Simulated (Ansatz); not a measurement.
H₆InNOSn, SMILES `[NH2][InH][SnH2][OH]`. Total charge 0; spin multiplicity 1. In, Sn takes the def2 core potential.

```xyz
10

N    -0.681   -2.510   -0.263
In   -0.855   -0.564   -0.726
Sn    1.036    1.113    0.407
O     0.126    2.756    1.043
H    -1.327   -3.220   -0.565
H    -0.010   -2.880    0.389
H    -2.153   -0.180   -1.788
H     2.278    1.624   -0.669
H     1.753    0.541    1.849
H    -0.167    3.319    0.323
```

(1) What are the harmonic wavenumbers in cm⁻¹ at PBE0-D4/def2-TZVP (Ansatz, finite differences of forces, unscaled)? (Estimate.)

(2) Is this a minimum?

(3) Give the ideal-gas thermochemistry at 298.15 K and 1 bar (rigid rotor, harmonic oscillator; point group C1, symmetry number 1).

(4) And at 400, 500, 600, 800 and 1000 K?

(5) Rotational constants (cm⁻¹)?

Results:

(1) Computed: 18, 70, 103, 112, 171, 176, 277, 339, 447, 479, 535, 588, 615, 631, 688, 714, 856, 1548, 1816, 1887, 1934, 3601, 3711, 3899.

(2) Yes, all 24 modes are real.

(3) Zero-point energy 150.8 kJ/mol; H(298) − E = 178.1 kJ/mol; entropy 423.4 J/(mol·K), of which translation 178.7, rotation 122.0, vibration 122.8; G(298) − E = 51.9 kJ/mol. Modes under 100 cm⁻¹ are hindered rotations or soft bends, so the harmonic entropy is rough.

(4) 
```tsv
T (K)	H − E (kJ/mol)	S (J/mol/K)	G − E (kJ/mol)
400	192.7	465.2	6.6
500	208.3	500.0	-41.7
600	224.8	530.2	-93.3
800	260.2	581.0	-204.6
1000	297.8	622.8	-325.1
```

(5) 0.1716, 0.02553, 0.02328.
